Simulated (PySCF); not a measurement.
## W⁶⁴⁺: ionisation energy

W⁶⁴⁺ [Ne] (1S) → W⁶⁵⁺ [He] 2s2 2p5 (2P), as a difference of total energies. All numbers are calculated (PySCF 2.14, scalar relativity by spin-free X2C-1e, in an even-tempered Gaussian basis (18 s from 43 bohr⁻², ratio 2.2; 13 p from 56 bohr⁻², ratio 2.2; 5 d from 220 bohr⁻², ratio 2.4; 5 f from 330 bohr⁻², ratio 2.4; 4 g from 490 bohr⁻², ratio 2.4)). Correlated levels: nothing frozen; virtual orbitals above 40 to 60 times the deepest correlated orbital energy dropped. The calculations carry no spin-orbit coupling.

| method | ionisation energy (eV) |
| --- | --- |
| UHF | 16048.0 |
| LDA | 16041.2 |
| PBE | 16042.9 |
| PBE0 | 16044.7 |
| r2SCAN | 16049.2 |
| TPSSh | 16043.9 |
| B3LYP | 16045.5 |
| MP2 (all electrons) | 16049.9 |
| SCS-MP2 (all electrons) | 16049.7 |

A first-order spin-orbit estimate (lowest level to lowest level, LS coupling) adds -429.6 eV.

For this ion Breit and QED terms and the two-electron picture change, all absent here, outweigh the differences among the correlated methods.

For comparison: 15566 ± 11 eV (semi-empirical (NIST evaluation); NIST Atomic Spectra Database, ionization energies).
